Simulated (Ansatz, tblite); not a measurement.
Cost and result up the ladder for the cluster SeS₃⁻ (4 atoms). The state is a doublet with charge -1. Geometry: r2SCAN-D4/def2-SVPD.

```xyz
4

S     1.291   -2.293   -0.543
S     0.128    1.102   -0.376
S    -1.253    2.252    0.515
Se   -0.167   -1.062    0.404
```

Ansatz on 2 threads of Intel Xeon 6975P-C on a shared host; xTB runs through tblite on one thread. Times are rough, summed over both states, and most runs start from the orbitals of an earlier one. PBE0-D4/def2-TZVPD serves as the yardstick here, not as an exact answer. The other state is a singlet, and no other spin of it was run.

The xTB rows come from tblite. The structure comes from a short search, and lower isomers may exist.

At PBE0-D4/def2-TZVPD the highest occupied level of the doublet has β spin (-1.28 eV), and emptying it gives a triplet, which wasn't run; the ionisation energy to the singlet shown is then probably not the lowest one.

Raw xTB energies of ions are shifted by several eV, and xTB has no spin-polarisation term.

| level | functions | vertical IE (eV) | difference from PBE0-D4/def2-TZVPD (eV) |
| --- | --- | --- | --- |
| GFN2-xTB | 36 | 7.92 | 4.72 |
| GFN1-xTB | 36 | 6.71 | 3.51 |
| r2SCAN-D4/def2-TZVPD | 195 | 2.94 | -0.26 |
| PBE0-D4/def2-TZVPD | 195 | 3.20 | 0.00 |
| PBE-D4/def2-TZVPD | 195 | 2.76 | -0.44 |

(1) Estimate how long each takes.

## Answers

(1) GFN1-xTB 0.012 s; GFN2-xTB 0.013 s; PBE-D4/def2-TZVPD 4.9 s; PBE0-D4/def2-TZVPD 11 s; r2SCAN-D4/def2-TZVPD 11 s. On shared hardware such times vary by a factor of up to 3.
